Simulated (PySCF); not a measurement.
C6H9NS2Si.
SMILES with atom numbers: `[N:1]#[C:2][Si:3]1([CH:4]2[CH2:5][CH2:6]2)[S:7][CH2:8][CH2:9][S:10]1` (hydrogens: H11 on C4; H12, H13 on C5; H14, H15 on C6; H16, H17 on C8; H18, H19 on C9)

Cartesian coordinates in Å at the PBE0-D3(BJ)/def2-SVP level; atoms count from 1:
```
atom  x, y, z in Å
N1     0.863    3.027   -0.783
C2     0.503    1.967   -0.476
Si3   -0.050    0.252    0.013
C4     1.436   -0.819   -0.184
C5     2.818   -0.280    0.122
C6     2.436   -0.553   -1.289
S7    -0.848    0.227    1.992
C8    -2.588    0.409    1.446
C9    -2.895   -0.514    0.285
S10   -1.792   -0.202   -1.148
H11    1.261   -1.871    0.066
H12    3.513   -0.961    0.620
H13    2.912    0.765    0.433
H14    2.267    0.305   -1.947
H15    2.860   -1.427   -1.790
H16   -2.779    1.459    1.180
H17   -3.208    0.154    2.320
H18   -3.919   -0.344   -0.083
H19   -2.802   -1.567    0.587
```

Computed at PBE0/pcSseg-1 (PySCF, non-relativistic), with Q(14N) = 0.02044 b, Q(33S) = −0.0678 b: N1, 14N (I = 1): χzz = -5.424 MHz, η = 0.021; S7, 33S (I = 3/2): χzz = 35.97 MHz, η = 0.813; S10, 33S (I = 3/2): χzz = 36.57 MHz, η = 0.829.

Q: Find the zero-field quadrupole resonance frequencies of 14N at N1.

A: From ν± = (3/4)|χ|(1 ± η/3) and ν0 = |χ|η/2: ν+ 4.097 MHz, ν− 4.039 MHz, ν0 0.058 MHz (cyano nitrogen).

Q: Find the zero-field quadrupole resonance frequencies of 33S at S7.

A: From ν = (|χ|/2)√(1 + η²/3): ν = 19.87 MHz (sulfur bonded to C and Si).

Q: Find the zero-field quadrupole resonance frequencies of 33S at S10.

A: From ν = (|χ|/2)√(1 + η²/3): ν = 20.27 MHz (sulfur bonded to C and Si).

In a crystal, neighbours and librations shift these lines. The structure is a single PBE0-D3(BJ)/def2-SVP conformer in the gas phase; no vibrational or solvent corrections. With a basis this small, the couplings can be 20 % off.
